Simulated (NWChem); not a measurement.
System: CBr2Cl2; SMILES ClC(Cl)(Br)Br

Here is an NWChem input.

```
start job
memory heap 200 mb stack 900 mb global 1100 mb
geometry units angstroms noautoz
  Cl     0.000000    -1.443613    -1.423309
  C      0.000000     0.000000    -0.411716
  Cl     0.000000     1.443613    -1.423309
  Br     1.584164     0.000000     0.715560
  Br    -1.584164     0.000000     0.715560
end
basis spherical
  * library def2-tzvpd
end
dft
  xc xcamb88 1.00 lyp 0.81 vwn_5 0.19 hfexch 1.00
  cam 0.33 cam_alpha 0.19 cam_beta 0.46
  iterations 150
  semidirect filesize 400000000
  mulliken
end
task dft energy
```

NWChem printed, in part:

```
             Northwest Computational Chemistry Package (NWChem) 7.3.0
             --------------------------------------------------------

 C2V symmetry detected

                             Geometry "geometry" -> ""
                             -------------------------

 Output coordinates in angstroms (scale by  1.889725989 to convert to a.u.)

  No.       Tag          Charge          X              Y              Z
 ---- ---------------- ---------- -------------- -------------- --------------
    1 Cl                  17.0000     0.00000000    -1.44361300    -1.41627625
    2 C                    6.0000     0.00000000     0.00000000    -0.40468325
    3 Cl                  17.0000     0.00000000     1.44361300    -1.41627625
    4 Br                  35.0000     1.58416400     0.00000000     0.72259275
    5 Br                  35.0000    -1.58416400     0.00000000     0.72259275

 Effective nuclear repulsion energy (a.u.)     849.0615963037

      Symmetry information
      --------------------

 Group name             C2v
 Group number             16
 Group order               4
 No. of unique centers     3

                                 NWChem DFT Module
                                 -----------------

 Summary of "ao basis" -> "ao basis" (spherical)
 ------------------------------------------------------------------------------
       Tag                 Description            Shells   Functions and Types
 ---------------- ------------------------------  ------  ---------------------
 Cl                        def2-tzvpd               16       46   6s6p3d1f
 C                         def2-tzvpd               13       37   6s3p3d1f
 Br                        def2-tzvpd               19       57   7s6p5d1f

      Symmetry analysis of basis
      --------------------------

        a1         86
        a2         38
        b1         61
        b2         58

            General Information
            -------------------
          SCF calculation type: DFT
          Wavefunction type:  closed shell.
          No. of atoms     :     5
          No. of electrons :   110
           Alpha electrons :    55
            Beta electrons :    55
          Charge           :     0
          Spin multiplicity:     1
          Use of symmetry is: on ; symmetry adaption is: on
          Maximum number of iterations: 150
          AO basis - number of functions:   243
                     number of shells:    83
          Convergence on energy requested:  1.00D-06
          Convergence on density requested:  1.00D-05
          Convergence on gradient requested:  5.00D-04

              XC Information
              --------------
                     Hartree-Fock (Exact) Exchange  1.000
                   CAM-Becke88 Exchange Functional  1.000
                      VWN V Correlation Functional  0.190 local
              Lee-Yang-Parr Correlation Functional  0.810

           Range-Separation Parameters
           ---------------------------
           Alpha           :  0.19
           Beta            :  0.46
           Gamma           :  0.33
           Short-Range HF  :     F

             Grid Information
             ----------------
          Grid used for XC integration:  medium
          Radial quadrature: Mura-Knowles
          Angular quadrature: Lebedev.
          Tag              B.-S. Rad. Rad. Pts. Rad. Cut. Ang. Pts.
          ---              ---------- --------- --------- ---------
          Cl                  1.00       88          14.0       590
          C                   0.70       49          12.0       434
          Br                  1.15      112          14.0       590
          Grid pruning is: on
          Number of quadrature shells:   249
          Spatial weights used:  Erf1

      Superposition of Atomic Density Guess
      -------------------------------------

 Sum of atomic energies:       -6101.42579835

      Non-variational initial energy
      ------------------------------

 Total energy =   -6102.604870
 1-e energy   =  -10181.200608
 2-e energy   =    3229.534141
 HOMO         =      -0.347002
 LUMO         =      -0.051273

      Symmetry analysis of molecular orbitals - initial
      -------------------------------------------------

  Numbering of irreducible representations:

     1 a1          2 a2          3 b1          4 b2

  Orbital symmetries:

     1 b1          2 a1          3 a1          4 b2          5 a1
     6 b1          7 a1          8 b1          9 b1         10 b2
    11 a1         12 a2         13 a1         14 a1         15 b2
    16 a1         17 b1         18 a1         19 b2         20 a1
    21 b1         22 a2         23 b2         24 a1         25 b1
    26 a1         27 b2         28 b1         29 a2         30 a1
    31 b1         32 a1         33 b2         34 a2         35 b1
    36 a1         37 b2         38 a2         39 b1         40 a1
    41 b2         42 a1         43 b1         44 a1         45 b2
    46 a1         47 b1         48 a2         49 a1         50 b2
    51 a1         52 b1         53 b2         54 a2         55 b1
    56 a1         57 b1         58 a1         59 a1         60 b2
    61 b1         62 a1         63 b2         64 a2         65 a1

     ---------------------------------------------
      Total Density - Mulliken Population Analysis
     ---------------------------------------------

[...]
```

Level: CAM-B3LYP/def2-TZVPD. Structure relaxed at the PBE0/def2-SVP level.
